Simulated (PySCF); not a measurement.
# How methods differ on the interval between two levels of P

P [Ne] 3s2 3p3 [4S3/2, M_J = 3/2] → P [Ne] 3s2 3p2 4s1 [4P5/2, M_J = 5/2], as a difference of total energies. Computed with PySCF 2.14 in x2c-TZVPall-2c with one added diffuse shell each of s, p type (6s7p2d1f, 44 functions), with the two-component X2C-1e Hamiltonian. Correlated levels: [Ne] frozen; the 6 highest virtual spinors dropped. "Screened" scales the spin-orbit matrix elements by Boettger's factors to mimic the two-electron term; Breit and QED terms are absent.

```json
{"method": "GHF (spin-free)", "interval between two levels (cm⁻¹)": "57056"}
{"method": "GMP2 (spin-free)", "interval between two levels (cm⁻¹)": "58607"}
{"method": "GHF (screened spin-orbit)", "interval between two levels (cm⁻¹)": "57218"}
{"method": "GMP2 (screened spin-orbit)", "interval between two levels (cm⁻¹)": "58769"}
```

Errors of the correlated levels include the incompleteness of this basis and the frozen core.

The labels give the starting determinants; with spin-orbit coupling the two ends relaxed to ⟨J²⟩ = 3.75, ⟨L²⟩ = 0.00, ⟨S²⟩ = 3.75 and ⟨J²⟩ = 8.76, ⟨L²⟩ = 2.01, ⟨S²⟩ = 3.75.

The promoted electron is Rydberg-like, and one or two diffuse shells describe it only roughly, which tends to raise the upper state.

For comparison: 56340 cm⁻¹ (measured; NIST Handbook of Basic Atomic Spectroscopic Data (Sansonetti and Martin, J. Phys. Chem. Ref. Data 34, 1559 (2005))).
